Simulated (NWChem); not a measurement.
System: C$_{4}$H$_{5}$FO; SMILES C(=C=COC)F

NWChem input:

```
start job
memory heap 200 mb stack 900 mb global 1100 mb
geometry units angstroms noautoz
  C     -1.100966    -1.806908     0.085943
  O      0.273069    -1.895086    -0.200804
  C      0.968359    -0.751823    -0.144396
  C      0.511346     0.447942     0.159861
  C      0.130284     1.653222     0.490302
  F     -0.327770     2.553912    -0.387160
  H     -1.516325    -2.816193    -0.024838
  H     -1.269167    -1.446566     1.115377
  H     -1.607009    -1.115690    -0.610041
  H      2.023110    -0.916738    -0.393669
  H      0.138941     2.054108     1.511010
end
basis spherical
  * library 6-31g*
end
dft
  xc xtpss03 ctpss03
  iterations 150
  mulliken
end
task dft energy
```

Parts of the log:

```
             Northwest Computational Chemistry Package (NWChem) 7.3.0
             --------------------------------------------------------

 C1  symmetry detected

                             Geometry "geometry" -> ""
                             -------------------------

 Output coordinates in angstroms (scale by  1.889725989 to convert to a.u.)

  No.       Tag          Charge          X              Y              Z
 ---- ---------------- ---------- -------------- -------------- --------------
    1 C                    6.0000    -1.08413190    -1.83658791     0.06914842
    2 O                    8.0000     0.29493463    -1.91042959    -0.19673556
    3 C                    6.0000     0.97722912    -0.75988587    -0.13052590
    4 C                    6.0000     0.50307296     0.43514136     0.16604636
    5 C                    6.0000     0.10440086     1.63649470     0.48994463
    6 F                    9.0000    -0.34977597     2.53191204    -0.39489813
    7 H                    1.0000    -1.48712958    -2.85023948    -0.04727798
    8 H                    1.0000    -1.27166543    -1.47756544     1.09569912
    9 H                    1.0000    -1.58683149    -1.15105305    -0.63483358
   10 H                    1.0000     2.03730609    -0.91380382    -0.36372052
   11 H                    1.0000     0.09340088     2.03791646     1.51041948

 Effective nuclear repulsion energy (a.u.)     215.4851015260

                                 NWChem DFT Module
                                 -----------------

 Summary of "ao basis" -> "ao basis" (spherical)
 ------------------------------------------------------------------------------
       Tag                 Description            Shells   Functions and Types
 ---------------- ------------------------------  ------  ---------------------
 C                           6-31g*                  6       14   3s2p1d
 O                           6-31g*                  6       14   3s2p1d
 F                           6-31g*                  6       14   3s2p1d
 H                           6-31g*                  2        2   2s

            General Information
            -------------------
          SCF calculation type: DFT
          Wavefunction type:  closed shell.
          No. of atoms     :    11
          No. of electrons :    46
           Alpha electrons :    23
            Beta electrons :    23
          Charge           :     0
          Spin multiplicity:     1
          Use of symmetry is: off; symmetry adaption is: off
          Maximum number of iterations: 150
          AO basis - number of functions:    94
                     number of shells:    46
          Convergence on energy requested:  1.00D-06
          Convergence on density requested:  1.00D-05
          Convergence on gradient requested:  5.00D-04

              XC Information
              --------------
                  TPSS metaGGA Exchange Functional  1.000
             TPSS03 metaGGA Correlation Functional  1.000

             Grid Information
             ----------------
          Grid used for XC integration:  medium
          Radial quadrature: Mura-Knowles
          Angular quadrature: Lebedev.
          Tag              B.-S. Rad. Rad. Pts. Rad. Cut. Ang. Pts.
          ---              ---------- --------- --------- ---------
          C                   0.70       49          11.0       434
          O                   0.60       49          11.0       434
          F                   0.50       49          13.0       434
          H                   0.35       45          12.0       434
          Grid pruning is: on
          Number of quadrature shells:   519
          Spatial weights used:  Erf1

      Superposition of Atomic Density Guess
      -------------------------------------

 Sum of atomic energies:        -327.25886354

      Non-variational initial energy
      ------------------------------

 Total energy =    -330.279386
 1-e energy   =    -874.800790
 2-e energy   =     329.036302
 HOMO         =      -0.260936
 LUMO         =       0.041242

     ---------------------------------------------
      Total Density - Mulliken Population Analysis
     ---------------------------------------------

    Atom       Charge   Shell Charges
 -----------   ------   -------------------------------------------------------
    1 C    6     6.25   2.00  0.70  1.85  0.63  1.02  0.05
    2 O    8     8.57   2.00  0.92  2.96  0.90  1.77  0.03
    3 C    6     5.77   2.00  0.69  1.70  0.49  0.82  0.07
    4 C    6     6.26   2.00  0.75  2.04  0.52  0.93  0.02
    5 C    6     5.67   2.00  0.68  1.61  0.54  0.77  0.07
    6 F    9     9.44   2.00  0.95  3.39  1.00  2.09  0.01
    7 H    1     0.80   0.48  0.32
    8 H    1     0.81   0.48  0.33
    9 H    1     0.81   0.48  0.33
   10 H    1     0.79   0.47  0.33
   11 H    1     0.82   0.47  0.35

   convergence    iter        energy       DeltaE   RMS-Dens  Diis-err
 ---------------- ----- ----------------- --------- --------- ---------
 d= 0,ls=0.0,diis     1   -330.3468072950 -5.46D+02  1.79D-02  7.69D-01
 d= 0,ls=0.0,diis     2   -330.2890612740  5.77D-02  9.50D-03  1.52D+00
 d= 0,ls=0.0,diis     3   -330.4398313082 -1.51D-01  2.07D-03  6.03D-02
 d= 0,ls=0.0,diis     4   -330.4442219502 -4.39D-03  1.13D-03  9.54D-03
 d= 0,ls=0.0,diis     5   -330.4450446405 -8.23D-04  5.12D-04  3.42D-03
  Resetting Diis
 d= 0,ls=0.0,diis     6   -330.4455216713 -4.77D-04  1.16D-04  1.44D-04
 d= 0,ls=0.0,diis     7   -330.4455376798 -1.60D-05  9.54D-05  2.16D-05
 d= 0,ls=0.0,diis     8   -330.4455274444  1.02D-05  7.47D-05  1.17D-04
 d= 0,ls=0.0,diis     9   -330.4455397106 -1.23D-05  1.10D-05  1.46D-06
 d= 0,ls=0.0,diis    10   -330.4455399188 -2.08D-07  2.27D-06  6.60D-08

         Total DFT energy =     -330.445539918837
      One electron energy =     -878.353558703332
           Coulomb energy =      375.092298630765
    Exchange-Corr. energy =      -42.669381372251
 Nuclear repulsion energy =      215.485101525981

 Numeric. integr. density =       46.000008390937

                       DFT Final Molecular Orbital Analysis
                       ------------------------------------

 Vector   21  Occ=2.000000D+00  E=-3.012036D-01
              MO Center= -7.6D-03, -7.2D-01, -7.4D-02, r^2= 4.9D+00
   Bfn.  Coefficient  Atom+Function         Bfn.  Coefficient  Atom+Function
  ----- ------------  ---------------      ----- ------------  ---------------
    18      0.346108   2 O  py               22      0.241938   2 O  py
    75      0.221473   6 F  pz               20     -0.206935   2 O  s
    17     -0.198503   2 O  px               74      0.190088   6 F  py
    32     -0.176597   3 C  py                4     -0.165005   1 C  py
    46      0.163374   4 C  py               79      0.154652   6 F  pz

 Vector   22  Occ=2.000000D+00  E=-2.187476D-01
              MO Center=  2.6D-01,  1.0D+00,  1.6D-01, r^2= 2.2D+00
   Bfn.  Coefficient  Atom+Function         Bfn.  Coefficient  Atom+Function
  ----- ------------  ---------------      ----- ------------  ---------------
    45      0.373087   4 C  px               59      0.334919   5 C  px
    73     -0.290566   6 F  px               49      0.239298   4 C  px
    77     -0.225485   6 F  px               63      0.187033   5 C  px
    50      0.142539   4 C  py               46      0.137044   4 C  py
    60      0.121970   5 C  py               18      0.115515   2 O  py

 Vector   23  Occ=2.000000D+00  E=-2.023242D-01
              MO Center=  4.0D-01, -4.0D-01,  3.6D-02, r^2= 2.6D+00
   Bfn.  Coefficient  Atom+Function         Bfn.  Coefficient  Atom+Function
  ----- ------------  ---------------      ----- ------------  ---------------
    47     -0.385892   4 C  pz               19      0.378732   2 O  pz
    23      0.296606   2 O  pz               51     -0.259145   4 C  pz
    33     -0.243854   3 C  pz               37     -0.152496   3 C  pz
    88     -0.129967   8 H  s                90      0.130497   9 H  s
    74      0.105956   6 F  py               94      0.100501  11 H  s

 Vector   24  Occ=0.000000D+00  E=-1.150506D-02
              MO Center=  3.7D-01,  6.3D-01,  2.3D-01, r^2= 3.0D+00
   Bfn.  Coefficient  Atom+Function         Bfn.  Coefficient  Atom+Function
  ----- ------------  ---------------      ----- ------------  ---------------
    63      0.411015   5 C  px               59      0.399946   5 C  px
    20     -0.370325   2 O  s                45     -0.351059   4 C  px
    49     -0.336439   4 C  px               92      0.301611  10 H  s
    36     -0.273866   3 C  py               64      0.201975   5 C  py
    50     -0.194283   4 C  py               73     -0.191814   6 F  px

 Vector   25  Occ=0.000000D+00  E=-9.745091D-03
              MO Center=  5.2D-01,  8.8D-02,  5.9D-02, r^2= 3.0D+00
   Bfn.  Coefficient  Atom+Function         Bfn.  Coefficient  Atom+Function
  ----- ------------  ---------------      ----- ------------  ---------------
    37      0.489659   3 C  pz               33      0.431689   3 C  pz
    47     -0.341780   4 C  pz               51     -0.308976   4 C  pz
    50      0.290833   4 C  py               94      0.253550  11 H  s
    63     -0.251076   5 C  px               76     -0.222838   6 F  s
    19     -0.205467   2 O  pz               23     -0.200651   2 O  pz

 Vector   26  Occ=0.000000D+00  E= 1.033641D-01
              MO Center= -1.3D+00, -1.6D+00,  2.4D-01, r^2= 4.1D+00
   Bfn.  Coefficient  Atom+Function         Bfn.  Coefficient  Atom+Function
  ----- ------------  ---------------      ----- ------------  ---------------
     6      2.053972   1 C  s                88     -1.179138   8 H  s
    90     -1.089260   9 H  s                86     -0.982371   7 H  s
     7     -0.607476   1 C  px               94     -0.326915  11 H  s
    62      0.237617   5 C  s                 3     -0.226929   1 C  px
     9      0.171203   1 C  pz                2      0.167886   1 C  s

[...]
```

Level: TPSS/6-31G* (spherical d). Structure relaxed at the PBE0/def2-SVP level.
